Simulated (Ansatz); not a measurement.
`CCCO[SiH3]` + H₂Te → `[SiH3]OC[TeH]` + `CC`  (substitution at a C–C bond)

Calculated with Ansatz (gas phase, PBE0-D4/def2-TZVP geometries, no zero-point term in ΔE). CCSD(T)/CBS adds triple-zeta CCSD(T) − MP2 to the extrapolated MP2 energy (def2 sets, frozen cores). This one scheme is used for every species. DFT in def2-TZVPP. B3LYP here is the variant with VWN-RPA as its local correlation; programs differ in this. Elements past krypton have def2 core potentials. For Te outer-core shells are correlated without core-valence functions, which leaves a few kJ/mol of doubt a bond. Each species was taken in one conformer, which may not be the lowest.

(1) Is it downhill or uphill in electronic energy at CCSD(T)/CBS, and by how much? (An estimate is asked.)

(2) What do these levels give: r2SCAN-D4, B3LYP-D4, B3LYP, MP2/def2-TZVPP, CCSD/def2-TZVPP, HF/def2-QZVPP? (An estimate is asked.)

Largest T1 diagnostic among the species: 0.012.

## Answers

(1) Computed: Uphill: ΔE = +4.1 kJ/mol.

(2) Computed: r2SCAN-D4 4.5, B3LYP-D4 1.6, B3LYP 6.2, MP2/def2-TZVPP 4.2, CCSD/def2-TZVPP 14.2, HF/def2-QZVPP 24.3 kJ/mol.

In def2-TZVPP, CCSD(T) changes the Hartree–Fock value by −14.5 kJ/mol (the triples alone add −4.1 kJ/mol) and MP2 by −20.4 kJ/mol. From PBE to PBE0 (25 % exact exchange), in def2-TZVPP and without D4, ΔE moves by +7.7 kJ/mol.
